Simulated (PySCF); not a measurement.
Two species compared at the same levels of theory.

First species: C₄H₆N₂OS.
SMILES: `COc1snnc1C`

Second species: C5H4F2Se.
Cartesian coordinates in Å at the PBE0-D3(BJ)/def2-SVP level; atoms count from 1:
```
atom  x, y, z in Å
C1     2.5178   -0.0075   -0.2409
C2     1.4017   -0.4410   -0.4173
C3     0.0516   -0.9647   -0.6014
C4    -0.9209   -0.4326    0.4220
Se5   -1.8416   -1.4501    1.5069
C6    -1.0372    1.0785    0.4330
F7    -2.0542    1.5144    1.1816
F8    -1.2338    1.5061   -0.8408
H9     3.5139    0.3694   -0.0956
H10   -0.3167   -0.6688   -1.6018
H11    0.0584   -2.0633   -0.5572
H12   -0.0987    1.5312    0.8040
```

Levels: CAM-B3LYP/def2-SVPD for dipole moment, HOMO energy, LUMO energy, HOMO–LUMO gap, static isotropic polarisability and electronic spatial extent ⟨r²⟩ about the centre of nuclear charge; TDDFT CAM-B3LYP/def2-SVPD for lowest singlet excitation; PBE0-D3(BJ)/def2-SVP for rotational constant A and rotational constant C. Geometries: PBE0-D3(BJ)/def2-SVP. Each structure is a single optimised conformer of the isolated species, non-relativistic unless stated; the electronic structure was computed with PySCF and density fitting.

Dipoles, sizes and rotational constants follow the conformer. The torsions of the flexible species, by atom-mapped SMILES:
- `[CH3:1][O:2][c:3]1[s:4][n:5][n:6][c:7]1[CH3:8]`: C1–O2–C3–S4 0°
- `[CH:1]#[C:2][CH2:3][C:4](=[Se:5])[CH:6]([F:7])[F:8]`: C2–C3–C4–Se5 -122°, C3–C4–C6–F7 170°

Values for the first species:

* Dipole moment: 4.66 D
* HOMO energy: -8.19 eV
* LUMO energy: -0.08 eV
* HOMO–LUMO gap: 8.11 eV
* Lowest singlet excitation: 4.30 eV
* Static isotropic polarisability: 84.4 au
* Electronic spatial extent ⟨r²⟩ about the centre of nuclear charge: 1076 bohr²
* Rotational constant A: 2.465 GHz
* Rotational constant C: 1.070 GHz

Task: Estimate the same properties for the second species, and the change in each.

Result: 
```tsv
property	first	second	second less first
dipole moment	4.66 D	2.21 D	-2.45 D
HOMO energy	-8.19 eV	-8.06 eV	+0.13 eV
LUMO energy	-0.08 eV	-2.04 eV	-1.96 eV
HOMO–LUMO gap	8.11 eV	6.02 eV	-2.09 eV
lowest singlet excitation	4.30 eV	1.94 eV	-2.36 eV
static isotropic polarisability	84.4 au	87.5 au	+3.1 au
electronic spatial extent ⟨r²⟩ about the centre of nuclear charge	1076 bohr²	1463 bohr²	+387 bohr²
rotational constant A	2.465 GHz	1.699 GHz	-0.766 GHz
rotational constant C	1.070 GHz	0.710 GHz	-0.360 GHz
```

On the first: The principal polarisabilities are 57.1, 91.5 and 104.7 au; their mean is the isotropic value. S1 lies 3.81 eV below the HOMO–LUMO gap; its leading configuration is HOMO−1→LUMO, weight 0.98.

On the second: 1 of the 6 computed singlets lies in the visible range (750 to 380 nm, 1.65 to 3.26 eV), with an oscillator strength of 0.000. The polarisability is 12.96 Å³ as a volume (1 au = 0.148185 Å³), or 1.02 au for each of the 86 electrons. Relativistic effects, spin–orbit coupling among them, are left out although an element past zinc is present.
